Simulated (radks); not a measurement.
Task: These are the eigenvalues of the occupied orbitals of an atom or ion with whole-number occupations (eV). Calculated with a radial shooting solver on a logarithmic mesh with Libxc functionals: scalar-relativistic Kohn-Sham, PBE, spin-polarised, spherical densities, point nucleus.

1s: -3528.430
2s: -359.5700
2p: -286.2836
3s: -41.4524
3p: -24.8841

Which element is it, and in what charge state? The configuration may be excited. Open shells, if any, are filled with parallel spins first.

Result: Z = 19, potassium, charge +1: K+ in [Ar]. The list shows which subshells hold electrons but not how many an open one holds; the 1s level, -129.67 hartree, gives Z - s = 16.1 by -(Z - s)^2/2, which with screening and relativity narrows Z to a few neighbours, and the depths of the outer levels then fix element, charge and occupations together.
